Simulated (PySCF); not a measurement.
Si(Cl)2(OMe)(SH) (CH4Cl2OSSi), SMILES CO[Si](S)(Cl)Cl.

Geometry optimised at B3LYP-D3(BJ)/def2-SVP. This is a generated structure with no PubChem entry under its InChIKey; it may be hypothetical. The values are those of a single conformer.

Level of theory: PBE/def2-TZVP in PySCF.

Gas-phase values at a fixed geometry.

The total energy is -1723.26910 hartree and the highest occupied level is -6.70 eV. The lowest empty level is -1.36 eV, the orbital gap comes out as 5.35 eV and the dipole moment comes out as 1.63 D. The quadrupole, principal values (traceless, Buckingham form, about the centre of nuclear charge) is -5.36, -2.76, 8.12 D·Å and the mean static polarisability is 83.1 bohr³ (12.31 Å³). The polarisability, principal values comes out as 78.0, 84.2, 87.1 bohr³.
